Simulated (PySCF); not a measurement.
C5H8SSi.
SMILES: `CSC1=CC=C[SiH2]1`

Torsions of this conformer, `[CH3:1][S:2][C:3]1=[CH:4][CH:5]=[CH:6][SiH2:7]1`: C1–S2–C3–C4 -178°.

The closed-shell ground state was solved at several levels (PySCF, density fitting, gas phase, non-relativistic). One conformer (not necessarily the lowest) at the PBE0-D3(BJ)/def2-SVP geometry, without solvent, vibrations or thermal averaging.

```csv
level,basis functions,total energy (Eh),HOMO (eV),LUMO (eV),gap (eV),dipole (D)
CAM-B3LYP/def2-SVPD,215,-882.5398,-6.97,-0.46,6.51,0.97
PBE0/pcSseg-1,173,-882.4385,-5.81,-1.54,4.27,1.07
```

(1) What might PBE/pcSseg-1 (173 basis functions) give for the same quantities?

(2) Over all these levels, which gives the widest orbital gap and which the narrowest?

(3) How far do the dipole and the HOMO energy spread over the levels?

Results:

(1) Total energy -882.3639 Eh, HOMO -4.85 eV, LUMO -2.32 eV, gap 2.53 eV, dipole 1.10 D.

(2) CAM-B3LYP/def2-SVPD (range-separated hybrid) has the widest, 6.51 eV, and PBE/pcSseg-1 (GGA) the narrowest, 2.53 eV. Functional and basis both differ between the two, so the spread mixes both effects.

(3) The dipole runs from 0.97 to 1.10 D (mean 1.05 D) and the HOMO from -6.97 to -4.85 eV.
